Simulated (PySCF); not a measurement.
PySCF input file for MoO₂Cl₂, SMILES [Cl][Mo](=[O])([Cl])=[O], multiplicity 1, PBE-D3(BJ)/def2-SVP. The structure is a stationary point at PBE-D3(BJ)/def2-SVP. The multiplicity is an assumed one; no other spin state was optimised. The isomer is the one that the SMILES or the coordinates give; other isomers of the formula were not compared. The def2 effective core potentials stand for the cores of Mo; spin–orbit coupling is left out.

```python
import numpy as np
from pyscf import gto, scf, dft, df
from pyscf.hessian import thermo

mol = gto.M(
    atom='''
    Mo    0.00000000    0.00000000    0.29201058
    O     0.00000001    1.35180537    1.30113421
    O     0.00000001   -1.35180538    1.30113420
    Cl   -1.88369902    0.00000000   -0.97301740
    Cl    1.88369900    0.00000000   -0.97301741
    ''',
    basis='def2-SVP',
    ecp={'Mo': 'def2-svp'},
    charge=0,
    spin=0,
    max_memory=1600,
    verbose=3,
)
mf = dft.RKS(mol, xc='pbe').density_fit(auxbasis='def2-universal-jkfit')
mf.disp = 'd3bj'
mf.grids.level = 3
mf.conv_tol = 1e-11
mf.max_cycle = 100
mf.kernel()

# [left out here: the lines that compute and print the analytic Hessian (its translational invariance restored by hand, since the grid's response is missing), thermochemistry and intensities]
```

Output:

```
converged SCF energy = -1138.37650379928

WARN: DFTD3 does not support analytical Hessian, using finite difference


WARN: Mole.unit (angstrom) is changed to Bohr

Mode                                 0                   1                   2
Irrep
Freq [cm^-1]                      112.3738            169.4004            201.2817
Reduced mass [au]                  37.0478             26.5255             17.8456
Force const [Dyne/A]                0.2756              0.4485              0.4260
Char temp [K]                     161.6809            243.7295            289.5995
Normal mode                   x     y     z       x     y     z       x     y     z
       0  Mo                 0.00  0.00 -0.04   -0.00 -0.05  0.00    0.00  0.00  0.00
       1   O                -0.00 -0.00 -0.04   -0.00  0.02 -0.11   -0.16 -0.00  0.00
       2   O                -0.00  0.00 -0.04    0.00  0.02  0.11    0.16 -0.00 -0.00
       3  Cl                -0.08 -0.00  0.07    0.00  0.06  0.00    0.00  0.05  0.00
       4  Cl                 0.08 -0.00  0.07   -0.00  0.06  0.00    0.00 -0.05 -0.00
Mode                                 3                   4                   5
Irrep
Freq [cm^-1]                      228.3675            333.9192            420.0289
Reduced mass [au]                  20.0613             19.4439             31.4367
Force const [Dyne/A]                0.6164              1.2774              3.2677
Char temp [K]                     328.5700            480.4353            604.3280
Normal mode                   x     y     z       x     y     z       x     y     z
       0  Mo                 0.03 -0.00  0.00    0.00  0.00  0.01   -0.00  0.00  0.05
       1   O                -0.14 -0.00  0.00   -0.00  0.10 -0.11    0.00  0.07 -0.04
       2   O                -0.14  0.00  0.00   -0.00 -0.10 -0.11    0.00 -0.07 -0.04
       3  Cl                 0.03 -0.00  0.05    0.05 -0.00  0.04   -0.07 -0.00 -0.05
       4  Cl                 0.03  0.00 -0.05   -0.05 -0.00  0.04    0.07 -0.00 -0.05
Mode                                 6                   7                   8
Irrep
Freq [cm^-1]                      442.2140            997.5600           1016.1046
Reduced mass [au]                  46.1566             18.9255             17.7084
Force const [Dyne/A]                5.3180             11.0962             10.7722
Char temp [K]                     636.2475           1435.2667           1461.9483
Normal mode                   x     y     z       x     y     z       x     y     z
       0  Mo                 0.07 -0.00  0.00   -0.00  0.04 -0.00   -0.00 -0.00 -0.03
       1   O                -0.03  0.00 -0.00   -0.00 -0.13 -0.09    0.00  0.13  0.11
       2   O                -0.03 -0.00 -0.00    0.00 -0.13  0.09    0.00 -0.13  0.11
       3  Cl                -0.08 -0.00 -0.04   -0.00 -0.00 -0.00   -0.00 -0.00 -0.00
       4  Cl                -0.08  0.00  0.04    0.00 -0.00 -0.00    0.00 -0.00 -0.00
temperature 298.1500 [K]
pressure 101325.00 [Pa]
Rotational constants [GHz] 2.68892 1.63000 1.32627
Symmetry number 2
Zero-point energy (ZPE) 0.00893 [Eh]   23454.284 [J/mol]
                           tot       elec      trans        rot        vib
Entropy [J/mol/K]       341.463      0.000    174.753    113.082     53.628
Cv [J/mol/K]             77.693      0.000     12.472     12.472     52.750
Cp [J/mol/K]             86.008      0.000     20.786     12.472     52.750
Internal energy [J/mol]                      3718.434   3718.434  32407.036
Internal energy [Eh]   -1138.36133  -1138.37650
Enthalpy [J/mol]                             6197.391   3718.434  32407.036
Enthalpy [Eh]          -1138.36038
Gibbs free energy [J/mol]                  -45905.141 -29996.940  16417.814
Gibbs free energy [Eh] -1138.39916
mode   freq/cm-1   IR/(km/mol)
   1      112.37         0.564
   2      169.40         3.933
   3      201.28         0.000
   4      228.37         3.251
   5      333.92         1.021
   6      420.03        20.974
   7      442.21        79.415
   8      997.56       130.368
   9     1016.10        87.719
max |gradient| / (hartree/bohr): 0.00014517580483075065
APT charges: [ 1.8567 -0.5408 -0.5408 -0.3876 -0.3876]
```

Self-consistency was reached.

Cost: about 110 core-seconds (a rough figure).
